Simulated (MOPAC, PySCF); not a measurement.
Lewis adduct: ClFHIn (SMILES [F][InH][Cl]) (first 4 atoms) with NH3 (SMILES N); geometry from B3LYP-D3(BJ)/def2-TZVP, rigid monomers moved along the line of their centres of mass till In2···N5 is 2.67 Å.
(charge 0, multiplicity 1):
```xyz
8

F      0.88016     1.42084     1.16467
In    -0.72705     0.27460     1.39663
Cl    -2.20336     1.29155     2.95065
H     -1.21904    -0.78507     0.15777
N      0.73555    -0.94082     3.27556
H      1.59099    -0.39203     3.22799
H      0.28259    -0.75755     4.16604
H      0.96997    -1.92586     3.22031
```

Counterpoise-corrected where a basis set is named; no monomer relaxation. Rows marked so take none.

Rows in 3-21G carry no dispersion term and start afresh at each structure; the Pople sets are all-electron and without relativity. The state reached by AM1 isn't checked.

Programs: MOPAC for AM1 (differences of heats of formation); PySCF for 3-21G rows. Each number belongs to the level named beside it.

Q: Predict the interaction energy from B3LYP/3-21G (no counterpoise).

A: -40.3 kcal/mol

Q: What is the computed interaction energy (HF/3-21G (no counterpoise))?

A: -40.8 kcal/mol

Q: What is the computed interaction energy (AM1)?

A: -30.7 kcal/mol
